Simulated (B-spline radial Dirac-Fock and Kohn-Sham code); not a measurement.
Two-hole binding energies of Hf⁷⁺

System: the Hf⁷⁺ ion, [Kr] 4d10 4f13 5s2 5p4.

Model: Dirac-Fock (average of configuration) total-energy differences with a finite nucleus, the Breit interaction including its frequency dependence, and self-energy and vacuum-polarisation corrections. Program: a radial B-spline solver. U is the two-hole binding energy less the two single-hole energies, the effective repulsion of the holes after relaxation. Each two-hole energy is an average over J within one jj subconfiguration.

```
          holes  E(a) (eV)  E(b) (eV)  E(ab) (eV)  U (eV)
   1s⁻¹ 2p3/2⁻¹    65461.2     9681.1     75472.7   330.5
   1s⁻¹ 3p3/2⁻¹    65461.2     2233.0     67799.7   105.5
   1s⁻¹ 3d3/2⁻¹    65461.2     1837.0     67399.6   101.5
   1s⁻¹ 3d5/2⁻¹    65461.2     1782.4     67341.1    97.6
        2p1/2⁻²    10859.5    10859.5     21997.4   278.5
   2s⁻¹ 3p1/2⁻¹    11398.9     2488.9     13981.5    93.7
   2s⁻¹ 3p3/2⁻¹    11398.9     2233.0     13718.9    87.0
   2s⁻¹ 3d3/2⁻¹    11398.9     1837.0     13333.9    98.0
   2s⁻¹ 3d5/2⁻¹    11398.9     1782.4     13276.3    95.0
2p3/2⁻¹ 3p1/2⁻¹     9681.1     2488.9     12266.1    96.1
3p1/2⁻¹ 3p3/2⁻¹     2488.9     2233.0      4785.3    63.4
        3p3/2⁻²     2233.0     2233.0      4529.0    63.0
3d3/2⁻¹ 3d5/2⁻¹     1837.0     1782.4           ?       ?
        4d3/2⁻²      343.3      343.3       717.9    31.4
```

Question: Give the missing two-hole energy and U.

Answer: E(ab) = 3694.1 eV and U = 74.7 eV.

Run: 37 s of CPU time on 1 thread of Neoverse-V2 (shared host), peak memory 0.51 GiB.

Values without a named source are computed, but for edge energies of neutral atoms, which are taken from tables.
